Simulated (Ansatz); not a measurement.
```yaml
crystal:
  periodic: [false, false, false]
  atoms:
    - {symbol: C, position_ang: [0.750048, 0.030152, -2.147323]}
    - {symbol: N, position_ang: [0.195474, -0.018748, -0.756275]}
    - {symbol: Ge, position_ang: [1.170914, -1.597052, 0.278115]}
    - {symbol: Si, position_ang: [-0.503179, 0.968453, -0.096699]}
    - {symbol: Si, position_ang: [-1.535670, 0.806690, 2.251029]}
    - {symbol: H, position_ang: [0.511393, -0.911362, -2.403818]}
    - {symbol: H, position_ang: [1.591053, 0.607780, -2.480310]}
    - {symbol: H, position_ang: [-0.302518, 0.477843, -2.600091]}
    - {symbol: H, position_ang: [0.471284, -1.582911, 1.521569]}
    - {symbol: H, position_ang: [2.804394, -1.408371, -0.051296]}
    - {symbol: H, position_ang: [1.019591, -2.778701, -0.586181]}
    - {symbol: H, position_ang: [0.262443, 2.339895, 0.080325]}
    - {symbol: H, position_ang: [-1.651008, 1.555306, -0.739793]}
    - {symbol: H, position_ang: [-0.089007, 0.622246, 3.454829]}
    - {symbol: H, position_ang: [-2.313030, 1.952265, 2.607570]}
    - {symbol: H, position_ang: [-1.931995, -0.652868, 2.219142]}
basis:
  gaussian: {orbitals: aug-cc-pVDZ, final_grid: {core_spheres: 5, valence_spheres: 4, degree: 11}}
hamiltonian: {xc: {name: r2SCAN}, dispersion: d3bjatm}
scf: {lower_state_search: off}
relax: {f_tol: 0.0001, max_steps: 2}
output: {forces: true}
```

```sh
$ ansatz run in.yaml --threads 4 --pin off --events-out ev --progress --plain --max-ram 11315MiB
```

Shortened log:

```
Functional definition: r2SCAN
2289 factors; their error is unknown
mean field evaluation 1: about -74953.9101 eV, gradient 8.0e1 eV
mean field evaluation 2: about -74837.2477 eV, gradient 1.8e2 eV
mean field evaluation 4: about -74967.9444 eV, gradient 1.9e1 eV
mean field evaluation 8: about -74968.9265 eV, gradient 9.9e-1 eV
mean field evaluation 16: about -74968.8210 eV, gradient 6.7e-4 eV
mean field -74968.82098860 eV, -2755.0533556390 hartree, gradient 3.3e-6 eV, S^2 0.000000; 0 other end points of the search recorded, 0 dependent functions left out
reference -74968.82104757 eV, -2755.0533578060 hartree; 42, 42 occupied and 193, 193 virtual orbitals, 2289 factors
relax step   1: F+E_penalty+E_count = -74968.95487796 eV  Δ(F+E_penalty+E_count) = +0.000e0 eV  max|allowed force component| = 1.878e1 eV/Å  Δτ_max = 0.0000 Å  (21 SCF iters, accepted)
2289 factors; their error is unknown
mean field evaluation 32: about -74973.9415 eV, gradient 1.2e-2 eV
mean field -74973.94150269 eV, -2755.2415310610 hartree, gradient 5.1e-6 eV, S^2 0.000000; 0 other end points of the search recorded, 0 dependent functions left out
reference -74973.94156161 eV, -2755.2415332264 hartree; 42, 42 occupied and 193, 193 virtual orbitals, 2289 factors
relax step   2: F+E_penalty+E_count = -74974.06738948 eV  Δ(F+E_penalty+E_count) = -5.113e0 eV  max|allowed force component| = 8.499e0 eV/Å  Δτ_max = 0.1947 Å  (32 SCF iters, accepted)
Error: geometry relaxation did not converge after 2 steps: max|allowed force component| = 8.50e0 eV/Å (threshold 1.0e-4). Raise `relax.max_steps` over both its present limit and 2, loosen `relax.f_tol`, or start from a geometry closer to equilibrium. Where this run's directory can be resumed (`checkpoint.write`), a resume goes on for up to `relax.max_steps` more
```

What is wrong with this run?

The relaxation is allowed too few steps for its threshold. No converged result was reached.
